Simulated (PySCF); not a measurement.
Can point charges reproduce the dipole moment of `F[C@@H]1C[C@H]1CO[C@@H]1OC[SiH2]1`?

Coordinates (GFN2-xTB, Å) and charges (e) from the PBE0/pcSseg-1 density (PySCF):

```json
{"atom": "F1", "x": "-4.350", "y": "0.595", "z": "0.339", "Mulliken": "-0.3151", "IAO": "-0.3103", "Hirshfeld": "-0.1162", "ESP-fitted": "-0.2065"}
{"atom": "C2", "x": "-3.176", "y": "0.167", "z": "-0.211", "Mulliken": "+0.2164", "IAO": "+0.1578", "Hirshfeld": "+0.0466", "ESP-fitted": "+0.0984"}
{"atom": "C3", "x": "-2.431", "y": "-0.926", "z": "0.479", "Mulliken": "-0.1857", "IAO": "-0.3153", "Hirshfeld": "-0.0972", "ESP-fitted": "-0.4166"}
{"atom": "C4", "x": "-1.908", "y": "0.486", "z": "0.512", "Mulliken": "-0.3257", "IAO": "-0.1525", "Hirshfeld": "-0.0528", "ESP-fitted": "-0.1235"}
{"atom": "C5", "x": "-0.676", "y": "0.865", "z": "-0.268", "Mulliken": "+0.1572", "IAO": "-0.0530", "Hirshfeld": "+0.0011", "ESP-fitted": "-0.0408"}
{"atom": "O6", "x": "0.470", "y": "0.565", "z": "0.511", "Mulliken": "-0.5194", "IAO": "-0.4027", "Hirshfeld": "-0.1463", "ESP-fitted": "-0.3083"}
{"atom": "C7", "x": "1.681", "y": "0.792", "z": "-0.155", "Mulliken": "+0.1064", "IAO": "+0.0116", "Hirshfeld": "+0.0130", "ESP-fitted": "+0.0991"}
{"atom": "O8", "x": "1.852", "y": "-0.060", "z": "-1.282", "Mulliken": "-0.4962", "IAO": "-0.4121", "Hirshfeld": "-0.1611", "ESP-fitted": "-0.3575"}
{"atom": "C9", "x": "2.645", "y": "-1.134", "z": "-0.744", "Mulliken": "-0.2131", "IAO": "-0.3209", "Hirshfeld": "-0.0914", "ESP-fitted": "-0.0954"}
{"atom": "Si10", "x": "3.041", "y": "-0.127", "z": "0.847", "Mulliken": "+0.6201", "IAO": "+0.7179", "Hirshfeld": "+0.3509", "ESP-fitted": "+0.3608"}
{"atom": "H11", "x": "-3.235", "y": "0.216", "z": "-1.291", "Mulliken": "+0.0999", "IAO": "+0.1466", "Hirshfeld": "+0.0535", "ESP-fitted": "+0.1124"}
{"atom": "H12", "x": "-2.856", "y": "-1.326", "z": "1.386", "Mulliken": "+0.1439", "IAO": "+0.1654", "Hirshfeld": "+0.0553", "ESP-fitted": "+0.1863"}
{"atom": "H13", "x": "-1.923", "y": "-1.653", "z": "-0.135", "Mulliken": "+0.1325", "IAO": "+0.1545", "Hirshfeld": "+0.0525", "ESP-fitted": "+0.1858"}
{"atom": "H14", "x": "-2.006", "y": "1.013", "z": "1.452", "Mulliken": "+0.1396", "IAO": "+0.1618", "Hirshfeld": "+0.0515", "ESP-fitted": "+0.1641"}
{"atom": "H15", "x": "-0.629", "y": "0.309", "z": "-1.214", "Mulliken": "+0.1044", "IAO": "+0.1304", "Hirshfeld": "+0.0325", "ESP-fitted": "+0.1307"}
{"atom": "H16", "x": "-0.681", "y": "1.943", "z": "-0.500", "Mulliken": "+0.1047", "IAO": "+0.1219", "Hirshfeld": "+0.0350", "ESP-fitted": "+0.0785"}
{"atom": "H17", "x": "1.742", "y": "1.837", "z": "-0.493", "Mulliken": "+0.1076", "IAO": "+0.1214", "Hirshfeld": "+0.0288", "ESP-fitted": "+0.0857"}
{"atom": "H18", "x": "3.454", "y": "-1.366", "z": "-1.440", "Mulliken": "+0.1347", "IAO": "+0.1476", "Hirshfeld": "+0.0389", "ESP-fitted": "+0.0852"}
{"atom": "H19", "x": "2.033", "y": "-2.031", "z": "-0.612", "Mulliken": "+0.1335", "IAO": "+0.1421", "Hirshfeld": "+0.0353", "ESP-fitted": "+0.0990"}
{"atom": "H20", "x": "4.358", "y": "0.506", "z": "0.826", "Mulliken": "-0.0814", "IAO": "-0.1125", "Hirshfeld": "-0.0678", "ESP-fitted": "-0.0744"}
{"atom": "H21", "x": "2.584", "y": "-0.655", "z": "2.124", "Mulliken": "-0.0641", "IAO": "-0.0995", "Hirshfeld": "-0.0619", "ESP-fitted": "-0.0631"}
```

Task: What dipole does each set of charges give (1 e·Å = 4.803 D), and what does the density give?

Result: The full density gives (2.44, -0.69, 0.19) D, 2.54 D in size; dipole vectors point from the negative to the positive end.

```csv
scheme,μx,μy,μz,size (D),share of the full size (%),angle to the full dipole (°)
Mulliken,4.73,-1.37,0.64,4.97,195,3
IAO,4.19,-0.81,0.89,4.36,171,9
Hirshfeld,1.90,-0.40,0.53,2.01,79,12
ESP-fitted,2.43,-0.74,0.13,2.54,100,2
```

Task: Which set comes closest?

Result: Length of the difference vector: ESP-fitted 0.08 D, Hirshfeld 0.70 D, IAO 1.89 D, Mulliken 2.43 D. Closest: ESP-fitted. ESP charges are fitted to the potential around the molecule, whose slowest-falling term is the dipole's. The schemes that divide the density aren't constrained to reproduce the dipole.

Task: What is left for the Hirshfeld atoms' own dipoles?

Result: The shares of the density sum to the whole, so what Σ q r misses lies in dipoles about the nuclei. The atomic dipoles sum to (2.44, -0.69, 0.19) − (1.90, -0.40, 0.53) = (0.54, -0.29, -0.34) D, 0.70 D in size.

Task: With the origin at the mean of the coordinates, (0.000, 0.001, 0.006) Å, which are the largest single terms, by size, of the ESP-fitted dipole along the direction of the full one?

Result: Si10 +5.23, F1 +4.27, C3 +4.09, O8 -2.91, H12 -2.03 D; all 21 atoms together +2.54 D. The single terms depend on the origin, their sum doesn't.

Task: Give the size of the full dipole in other units.

Result: 2.54 D = 1.001 au = 0.530 e·Å = 8.48 × 10⁻³⁰ C·m.

Isolated species at its GFN2-xTB geometry (one conformer only).

Shape of the structure used: `[F:1][C@@H:2]1[CH2:3][C@H:4]1[CH2:5][O:6][C@@H:7]1[O:8][CH2:9][SiH2:10]1`: C3–C4–C5–O6 -85°, C4–C5–O6–C7 176°, C5–O6–C7–O8 -64°.
